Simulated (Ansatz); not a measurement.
System: sum formula SiH2SF3, charge 1, multiplicity 1. It need not be the lowest isomer of its formula. SMILES: F[Si](F)(F)[SH2+]
Coordinates optimised at B3LYP-D3(BJ)/def2-TZVP (Ansatz, a program for electronic structure):
```xyz
7

F     -1.0174    -0.7796     1.1982
Si    -0.5122    -0.0953    -0.0964
F     -1.1088     1.3063    -0.3779
F     -0.4705    -1.0287    -1.3341
S      1.6506     0.3790     0.4058
H      2.0299     0.6868    -0.8585
H      2.0994    -0.8982     0.3393
```
Charge +1, spin multiplicity 1.

Parts of the frozen-core correlation energy in cc-pV(Q+d)Z (Ansatz, hartree). Frozen orbitals: 13; correlated occupied orbitals by spin: 16 and 16; virtual: 324 and 324. No spin-orbit coupling. Non-relativistic.

```csv
term,value
reference (HF),-986.07681
MP2 opposite-spin,-0.85214
MP2 same-spin,-0.27797
CCSD correlation,-1.14444
(T),-0.03957
T1 diagnostic,0.012
largest doubles amplitude,0.045
```
